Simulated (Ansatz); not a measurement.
C2H6OSSi can be A, `[SiH3]SC1CO1`, or B, `[SiH3]O/C=C\S`.

Calculated with Ansatz (gas phase, PBE0-D4/def2-TZVP geometries, no zero-point term in ΔE). CBS: MP2 limit from def2 TZ/QZ plus the TZ coupled-cluster correction, frozen cores. DFT in def2-TZVPP. B3LYP here is the variant with VWN-RPA as its local correlation; programs differ in this. Each species was taken in one conformer, which may not be the lowest.

A:

```xyz
11

Si   -1.107   -0.465   -1.783
S    -1.243   -0.294    0.344
C     0.503   -0.136    0.706
C     0.921    0.684    1.837
O     1.127    1.109    0.498
H    -2.472   -0.821   -2.240
H    -0.143   -1.540   -2.136
H    -0.671    0.804   -2.415
H     1.100   -0.997    0.417
H     1.820    0.419    2.387
H     0.164    1.237    2.386
```

B:

Z-matrix (Å, degrees):
```
Si
O 1 1.656
H 1 1.478 2 105.5
H 1 1.486 2 110.3 3 -119.9
H 1 1.486 2 110.3 3 119.9
C 2 1.358 1 124.5 3 -179.7
C 6 1.329 2 122.0 1 -179.1
H 6 1.087 2 117.2 1 1.0
S 7 1.742 6 126.4 2 0.0
H 7 1.082 6 119.0 2 -179.9
H 9 1.343 7 95.9 6 -0.0
```

Which is lower in electronic energy at CCSD(T)/CBS, and by how much? (Best estimate.)

The calculation gave: B, by 96.4 kJ/mol.

Give E(B) − E(A) in kJ/mol with PBE0-D4, PBE-D4, HF/def2-TZVPP, r2SCAN-D4, B2PLYP, B3LYP-D4, CCSD(T)/def2-TZVPP. (Estimate.)

Ansatz gave: PBE0-D4 -77.2, PBE-D4 -76.2, HF/def2-TZVPP -116.3, r2SCAN-D4 -87.6, B2PLYP -102.3, B3LYP-D4 -104.8, CCSD(T)/def2-TZVPP -95.7. None reverses the order clearly.

Largest T1 diagnostic: 0.013.

In def2-TZVPP, CCSD(T) changes the Hartree–Fock value by +20.5 kJ/mol (the triples alone add +2.2 kJ/mol) and MP2 by +26.2 kJ/mol.
